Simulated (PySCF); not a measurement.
From one molecule to another.

First species: C5H8OSi.
SMILES: `C=CCC([SiH3])=C=O`

Second species: C₄H₅F₃O₂.
Geometry (GFN2-xTB, Å), atoms numbered from 1 in this order:
```xyz
14
C4H5F3O2 angstrom
C      1.996   -0.186   -0.070
O      0.836    0.248   -0.784
C     -0.328    0.248   -0.068
C     -1.059   -1.099   -0.038
F     -2.237   -1.018    0.589
F     -0.353   -2.055    0.578
F     -1.305   -1.539   -1.278
C     -1.123    1.480    0.014
O     -0.401    0.976    1.109
H      1.968   -1.261    0.120
H      2.082    0.356    0.874
H      2.833    0.053   -0.721
H     -2.201    1.425    0.094
H     -0.709    2.371   -0.441
```

Levels: CAM-B3LYP/def2-SVPD for dipole moment, HOMO energy, LUMO energy, HOMO–LUMO gap, static isotropic polarisability and electronic spatial extent ⟨r²⟩ about the centre of nuclear charge; TDDFT CAM-B3LYP/def2-SVPD for lowest singlet excitation; TDA CAM-B3LYP/def2-SVPD for lowest triplet excitation (Tamm–Dancoff); GFN2-xTB for rotational constant A and rotational constant C. Geometries: GFN2-xTB. Each species is one conformer at its optimised geometry, gas phase, non-relativistic unless stated. Electronic properties by PySCF.

Dipoles, sizes and rotational constants follow the conformer. The torsions of the flexible species, by atom-mapped SMILES:
- `[CH2:1]=[CH:2][CH2:3][C:4]([SiH3:5])=[C:6]=[O:7]`: C1–C2–C3–C4 119°, C2–C3–C4–Si5 -69°
- `[CH3:1][O:2][C@:3]1([C:4]([F:5])([F:6])[F:7])[CH2:8][O:9]1`: C1–O2–C3–C4 -85°, O2–C3–C4–F5 -175°

(1) Which has the higher dipole moment?

(2) Which has the higher HOMO–LUMO gap?

(3) Which of the two has the higher ⟨r²⟩, and by how much?

(4) Which of the two has the higher rotational constant A, and by how much?

(5) Which of the two has the higher S1 energy, and by how much?

(6) Which has the higher T1 energy?

(7) Which has the higher rotational constant C?

(8) Which of the two has the higher static isotropic polarisability, and by how much?

## Answers

(1) The first: 1.93 D against 1.83 D, a difference of 0.10 D.

(2) The second: 11.43 eV against 8.27 eV, a difference of 3.16 eV.

(3) The first: 1127 bohr² against 1006 bohr², a difference of 121 bohr².

(4) The first: 2.945 GHz against 2.228 GHz, a difference of 0.717 GHz.

(5) The second: 8.42 eV against 3.85 eV, a difference of 4.57 eV.

(6) The second: 8.00 eV against 3.53 eV, a difference of 4.47 eV.

(7) The second: 1.253 GHz against 1.044 GHz, a difference of 0.209 GHz.

(8) The first: 89.0 au against 56.7 au, a difference of 32.3 au.

On the first: In wavenumbers S1 is 31000 cm⁻¹ (1 eV = 8065.54 cm⁻¹). The polarisability is 13.19 Å³ as a volume (1 au = 0.148185 Å³), or 1.48 au for each of the 60 electrons.

On the second: The principal polarisabilities are 49.5, 55.9 and 64.6 au; their mean is the isotropic value. No computed singlet falls in the visible range (750 to 380 nm, 1.65 to 3.26 eV); S1 lies 5.16 eV above its blue end.
